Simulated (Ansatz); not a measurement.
Species: H₃OSSi, SMILES `O[SiH2][S]` (H–O–Si–S torsion 49°) (charge 0, multiplicity 2), formula H$_{3}$OSSi.

Question: How many basis functions does frozen-core CCSD(T)/def2-TZVPP // PBE0-D4/def2-TZVP in Ansatz (a quantum-chemistry and plane-wave program) use, how many core orbitals are frozen, and how many electrons are correlated?

Answer: 157 basis functions and 11 frozen orbitals, which leaves 19 correlated electrons. Core time is of the order of minutes.
